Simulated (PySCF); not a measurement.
C2H5BF2O, SMILES CCOB(F)F.

Geometry optimised at ωB97X-D3(BJ)/def2-SVP. One conformer was computed; it need not be the lowest.

These are ωB97X-D3(BJ)/def2-SVP run with PySCF values and carry that method's errors.

Harmonic, unscaled wavenumbers; measured fundamentals usually lie a few per cent lower.

```json
[
 {"mode": "1", "ν (cm⁻¹)": "69", "IR (km/mol)": "0.0", "Raman (Å⁴/amu)": "0.1", "depolarisation": "0.62", "moving atoms (share of kinetic energy)": "F 35 %, C 33 %, H 26 %"},
 {"mode": "2", "ν (cm⁻¹)": "105", "IR (km/mol)": "0.2", "Raman (Å⁴/amu)": "0.2", "depolarisation": "0.65", "moving atoms (share of kinetic energy)": "F 35 %, O 28 %, C 23 %, H 13 %"},
 {"mode": "3", "ν (cm⁻¹)": "198", "IR (km/mol)": "2.4", "Raman (Å⁴/amu)": "0.1", "depolarisation": "0.48", "moving atoms (share of kinetic energy)": "H 49 %, F 27 %, C 14 %"},
 {"mode": "4", "ν (cm⁻¹)": "285", "IR (km/mol)": "1.9", "Raman (Å⁴/amu)": "0.1", "depolarisation": "0.70", "moving atoms (share of kinetic energy)": "H 71 %, C 15 %, F 11 %"},
 {"mode": "5", "ν (cm⁻¹)": "396", "IR (km/mol)": "3.7", "Raman (Å⁴/amu)": "0.7", "depolarisation": "0.44", "moving atoms (share of kinetic energy)": "F 32 %, C 26 %, O 20 %, H 15 %"},
 {"mode": "6", "ν (cm⁻¹)": "472", "IR (km/mol)": "11.2", "Raman (Å⁴/amu)": "0.5", "depolarisation": "0.74", "moving atoms (share of kinetic energy)": "F 49 %, O 18 %, C 15 %, H 11 %"},
 {"mode": "7", "ν (cm⁻¹)": "546", "IR (km/mol)": "2.9", "Raman (Å⁴/amu)": "0.8", "depolarisation": "0.62", "moving atoms (share of kinetic energy)": "F 40 %, O 30 %, H 12 %, C 11 %"},
 {"mode": "8", "ν (cm⁻¹)": "691", "IR (km/mol)": "84.8", "Raman (Å⁴/amu)": "0.4", "depolarisation": "0.74", "moving atoms (share of kinetic energy)": "B 81 %, F 10 %, O 9 %"},
 {"mode": "9", "ν (cm⁻¹)": "799", "IR (km/mol)": "4.2", "Raman (Å⁴/amu)": "2.9", "depolarisation": "0.12", "moving atoms (share of kinetic energy)": "H 55 %, F 25 %, C 11 %, O 8 %"},
 {"mode": "10", "ν (cm⁻¹)": "833", "IR (km/mol)": "7.5", "Raman (Å⁴/amu)": "3.3", "depolarisation": "0.08", "moving atoms (share of kinetic energy)": "H 46 %, F 23 %, O 20 %, C 10 %"},
 {"mode": "11", "ν (cm⁻¹)": "952", "IR (km/mol)": "3.4", "Raman (Å⁴/amu)": "3.8", "depolarisation": "0.65", "moving atoms (share of kinetic energy)": "H 42 %, C 30 %, O 14 %, F 13 %"},
 {"mode": "12", "ν (cm⁻¹)": "1119", "IR (km/mol)": "11.2", "Raman (Å⁴/amu)": "5.3", "depolarisation": "0.37", "moving atoms (share of kinetic energy)": "C 54 %, H 37 %"},
 {"mode": "13", "ν (cm⁻¹)": "1158", "IR (km/mol)": "53.8", "Raman (Å⁴/amu)": "1.7", "depolarisation": "0.55", "moving atoms (share of kinetic energy)": "C 40 %, O 27 %, H 26 %"},
 {"mode": "14", "ν (cm⁻¹)": "1195", "IR (km/mol)": "4.5", "Raman (Å⁴/amu)": "0.7", "depolarisation": "0.70", "moving atoms (share of kinetic energy)": "H 53 %, C 37 %"},
 {"mode": "15", "ν (cm⁻¹)": "1325", "IR (km/mol)": "8.3", "Raman (Å⁴/amu)": "8.9", "depolarisation": "0.75", "moving atoms (share of kinetic energy)": "H 90 %"},
 {"mode": "16", "ν (cm⁻¹)": "1381", "IR (km/mol)": "59.8", "Raman (Å⁴/amu)": "0.5", "depolarisation": "0.42", "moving atoms (share of kinetic energy)": "H 74 %, C 19 %"},
 {"mode": "17", "ν (cm⁻¹)": "1427", "IR (km/mol)": "96.8", "Raman (Å⁴/amu)": "5.4", "depolarisation": "0.59", "moving atoms (share of kinetic energy)": "H 58 %, C 22 %, B 14 %"},
 {"mode": "18", "ν (cm⁻¹)": "1442", "IR (km/mol)": "325.7", "Raman (Å⁴/amu)": "1.4", "depolarisation": "0.67", "moving atoms (share of kinetic energy)": "B 53 %, H 22 %, F 16 %, C 8 %"},
 {"mode": "19", "ν (cm⁻¹)": "1471", "IR (km/mol)": "8.0", "Raman (Å⁴/amu)": "14.6", "depolarisation": "0.74", "moving atoms (share of kinetic energy)": "H 92 %"},
 {"mode": "20", "ν (cm⁻¹)": "1487", "IR (km/mol)": "10.5", "Raman (Å⁴/amu)": "19.7", "depolarisation": "0.75", "moving atoms (share of kinetic energy)": "H 93 %"},
 {"mode": "21", "ν (cm⁻¹)": "1496", "IR (km/mol)": "166.1", "Raman (Å⁴/amu)": "2.4", "depolarisation": "0.59", "moving atoms (share of kinetic energy)": "H 69 %, B 17 %"},
 {"mode": "22", "ν (cm⁻¹)": "1553", "IR (km/mol)": "455.5", "Raman (Å⁴/amu)": "1.9", "depolarisation": "0.43", "moving atoms (share of kinetic energy)": "B 47 %, H 28 %, O 20 %"},
 {"mode": "23", "ν (cm⁻¹)": "3072", "IR (km/mol)": "10.3", "Raman (Å⁴/amu)": "102.5", "depolarisation": "0.01", "moving atoms (share of kinetic energy)": "H 97 %"},
 {"mode": "24", "ν (cm⁻¹)": "3089", "IR (km/mol)": "29.9", "Raman (Å⁴/amu)": "116.0", "depolarisation": "0.09", "moving atoms (share of kinetic energy)": "H 94 %"},
 {"mode": "25", "ν (cm⁻¹)": "3152", "IR (km/mol)": "8.1", "Raman (Å⁴/amu)": "114.7", "depolarisation": "0.69", "moving atoms (share of kinetic energy)": "H 90 %, C 10 %"},
 {"mode": "26", "ν (cm⁻¹)": "3172", "IR (km/mol)": "17.6", "Raman (Å⁴/amu)": "62.6", "depolarisation": "0.68", "moving atoms (share of kinetic energy)": "H 90 %, C 10 %"},
 {"mode": "27", "ν (cm⁻¹)": "3178", "IR (km/mol)": "20.8", "Raman (Å⁴/amu)": "22.5", "depolarisation": "0.69", "moving atoms (share of kinetic energy)": "H 90 %, C 10 %"}
]
```
